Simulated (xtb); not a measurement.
SeCl4, SMILES Cl[Se](Cl)(Cl)Cl. All values are semi-empirical tight-binding results from xtb (GFN2-xTB unless named), good for trends rather than for accurate numbers. Geometry: GFN2-xTB. The isomer is the one that the SMILES or the coordinates give; other isomers of the formula were not compared.

Computed properties:
- point group as xtb finds it: C2v
- orbital gap: 2.61 eV
- zero-point energy: 2.9 kcal/mol
- G − E(el) at 298.15 K (modified RRHO): -18.5 kcal/mol
- static polarisability (D4 model): 87.8 bohr³
- solvation energy, GFN2-xTB/ALPB(water): -1.7 kcal/mol
- solvation energy, GFN2-xTB/ALPB(thf): -6.1 kcal/mol
